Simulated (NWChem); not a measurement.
C2H4F2OSi; SMILES O=C([SiH3])C(F)F

```xyz
10

O     -1.6256    -0.6185     0.8488
C     -0.5966    -0.2636     0.3328
Si     0.7802    -1.5577    -0.1408
C     -0.3478     1.2177     0.0394
F      0.7779     1.5895     0.6818
F     -0.1418     1.3543    -1.2860
H      0.1369    -2.5326    -1.0659
H      1.9636    -0.9234    -0.7840
H      1.1710    -2.2346     1.1279
H     -1.1926     1.8520     0.3584
```
Atoms are numbered in this order, from 1.

Results from NWChem. All runs use the structure optimised with PBE0/def2-SVP. Level: M06-2X/def2-SVP with SMD (1 M gas to 1 M solution), gas-phase geometry. Reactions with the solvent are ignored.

```csv
solvent,dielectric constant,solvation free energy (kcal/mol),cavity-dispersion-structure term (kcal/mol),dipole in solution (D)
water,78.4,0.1,5.2,0.75
chloroform,4.71,-2.7,0.5,0.56
"1,4-dioxane",2.21,-1.8,0.1,0.53
benzene,2.27,-2.6,-0.6,0.53
methanol,32.6,-2.7,2.4,0.74
diethyl ether,4.24,-3.6,-0.9,0.53
dimethyl sulfoxide,46.8,-2.8,0.7,0.52
```
